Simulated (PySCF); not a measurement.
# Exercise with solution: oscillator strength and radiative lifetime

Si(H)2(F)(OEt) (C2H7FOSi), SMILES C(C)O[SiH2]F.

Geometry: B3LYP-D3(BJ)/def2-SVP. Other conformers were not sampled.

TDDFT-M06-2X/def2-SVPD run with PySCF puts the first singlet state with f over 0.02 at 8.79 eV (vertical), with the transition dipole (0.304, 0.334, 0.275) in atomic units.

### Question
Find the oscillator strength, the wavelength and the radiative lifetime that this transition would have in vacuum if emission retraced absorption.

### Answer

|μ|² = 0.2796 au, so |μ| = 1.34 D. ΔE = 8.79/27.211 = 0.3230 hartree. f = (2/3) ΔE |μ|² = 0.060 (the program prints 0.060).
λ = 1239.84/8.79 = 141 nm; ν = 70896 cm⁻¹.
Einstein's coefficient A = 0.6670 ν² f s⁻¹ (ν in cm⁻¹) = 2.0e8 s⁻¹, so τ = 1/A = 5.0 ns. This state is S4; the lower singlets have f = 0.005, 0.013, 0.020. The figure is the radiative limit of this one transition; relaxation, internal conversion, crossing to triplets and a medium change what is measured.
